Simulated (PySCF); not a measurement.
Worked example: entropy of an ideal gas

Te(H)(NH2) (H₃NTe), SMILES N[TeH].

Coordinates come from a B3LYP-D3(BJ)/def2-TZVP optimisation. The def2 effective core potentials stand for the cores of Te; spin–orbit coupling is left out.

B3LYP-D3(BJ)/def2-TZVP (PySCF) gives the harmonic wavenumbers 403, 517, 668, 789, 963, 1576, 2033, 3500, 3599 cm⁻¹ and the rotational temperatures 5.4006, 0.3800, 0.3698 K. The molar mass is 144.63 g/mol, the symmetry number 1, the spin multiplicity 1.

Work out the entropy at 298.15 K and 1 atm in the rigid-rotor, harmonic-oscillator model.


Translation (Sackur–Tetrode at 1 atm): S = R[1.5 ln M + 2.5 ln T − 1.16487] = 170.8 J/(mol K).
Rotation: q = (√π/σ) T^1.5/√(θA θB θC) = 10500, S = R[ln q + 3/2] = 89.4 J/(mol K).
Vibration: with u = 1.4388 ν/T, each mode gives R[u/(e^u − 1) − ln(1 − e^−u)]:
```csv
ν (cm⁻¹),modes,u,S (J/(mol K))
403,1,1.94,3.98
517,1,2.49,2.58
668,1,3.22,1.45
789,1,3.81,0.91
963,1,4.65,0.45
1576,1,7.61,0.04
```
The stiffer modes add less than 0.005 each. Sum 9.4 J/(mol K).
Spin: R ln 1 = 0.0 J/(mol K).
Total 269.6 J/(mol K); the program's own thermochemistry gives 269.6. Translation makes up 63 % and vibration 3 %. Anharmonicity, hindered rotation and orbital degeneracy are left out.
